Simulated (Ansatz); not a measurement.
# Ligand exchange: NaBr + InH2(SH) → NaSH + InH2Br

Species: NaBr, singlet; InH2(SH), singlet; NaSH `[Na][SH]`, singlet; InH2Br `[Br][InH2]`, singlet. The partners trade Br for SH: Na–Br and In–SH bonds give way to Na–SH and In–Br.

Shapes, held fixed at every level: PBE0-D4/def2-TZVP. Programs: Ansatz 0.2.0. The zero-point and thermal change to 298 K, harmonic and unscaled (PBE0-D4/def2-TZVP), is -2.9 kJ/mol.

(1) Estimate ΔH(298 K) of this reaction.

Results:

(1) The highest level, CCSD(T)/def2-TZVPP, gives ΔH(298 K) = +52.4 kJ/mol; the levels span +49.5 to +59.5. The column of differences is taken from that level and isn't an error. No measured value is set beside it here. For atoms past krypton def2 sets carry core potentials with scalar relativity. Relativity is left out for Br unless named. Correlated rows may include outer-core shells of Br, In, Na, which these sets cover unevenly.

| level | kind | ΔH(298 K) (kJ/mol) | less CCSD(T)/def2-TZVPP |
| --- | --- | --- | --- |
| HF/def2-TZVPP | Hartree–Fock | +55.0 | +2.6 |
| B3LYP-D4/def2-TZVPP | global hybrid | +49.5 | -2.9 |
| wB97X-V/def2-TZVPP | range-separated hybrid | +53.3 | +0.9 |
| B2PLYP/def2-TZVPP | double hybrid | +51.1 | -1.3 |
| MP2/def2-SVP | perturbation theory | +59.5 | +7.1 |
| CCSD/def2-SVP | coupled cluster or CI | +59.2 | +6.8 |
| CCSD(T)/def2-TZVPP | coupled cluster or CI | +52.4 | 0.0 |
